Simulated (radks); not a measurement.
Question: The mean radii <r> (bohr) of the occupied orbitals of an atom or ion are listed with their occupations. All-electron calculation, Dirac Kohn-Sham, PBE, spin-unpolarised, spherical densities, point nucleus. Program: a radial shooting solver on a logarithmic mesh with Libxc functionals.

orbital     occ.      <r>
1s1/2          2  0.01686
2s1/2          2  0.07043
2p1/2          2  0.05797
2p3/2          4  0.06652
3s1/2          2   0.1831
3p1/2          2   0.1734
3p3/2          4   0.1890
3d3/2          4   0.1646
3d5/2          6   0.1693
4s1/2          2   0.4025
4p1/2          2   0.4039
4p3/2          4   0.4355
4d3/2          4   0.4388
4d5/2          6   0.4485
4f5/2    5.14286   0.4503
4f7/2    6.85714   0.4549

Name the element and its charge. Open shells, if any, are shared by 2j + 1.

Answer: Z = 79, gold, charge +21: Au21+ in [Kr] 4d10 4f12. The 1s radius gives Z: for a bare nucleus <r> = (2 gamma + 1)/(2Z) with gamma = sqrt(1 - (Z/c)^2), 0.01667 bohr for Z = 79, and screening makes it slightly larger (0.01686 here). The occupations add up to 58, and the charge is Z minus that.
